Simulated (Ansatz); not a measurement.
`OC(F)[SiH2]Br` + `[NH2][AlH2]` → `[AlH2][NH][SiH2]Br` + `OCF`  (ligand exchange at the Si–C bond)

Computed with Ansatz on PBE0-D4/def2-TZVP structures; ΔE is electronic, products minus reactants. CBS: MP2 limit from def2 TZ/QZ plus the TZ coupled-cluster correction, frozen cores. This one scheme is used for every species. Functionals use def2-TZVPP. For Br outer-core shells are correlated without core-valence functions, which leaves a few kJ/mol of doubt a bond. Scalar relativity is left out up to krypton. One conformer a species, not always the lowest.

| species | PBE energy (Eh) |
| --- | --- |
| `OC(F)[SiH2]Br` | -3078.60502 |
| `[NH2][AlH2]` | -299.42592 |
| `[AlH2][NH][SiH2]Br` | -3163.22361 |
| `OCF` | -214.83979 |

Task: Work out ΔE.

Result: ΔE = (-3163.22361) + (-214.83979) − (-3078.60502) − (-299.42592) = -0.03246 Eh = -20.4 kcal/mol. CCSD(T)/CBS gives -23.5 kcal/mol.

Largest T1 diagnostic among the species: 0.011.

In def2-TZVPP, CCSD(T) changes the Hartree–Fock value by +2.6 kcal/mol (the triples alone add +0.3 kcal/mol) and MP2 by +1.6 kcal/mol. From PBE to PBE0 (25 % exact exchange), in def2-TZVPP and without D4, ΔE moves by −1.9 kcal/mol.
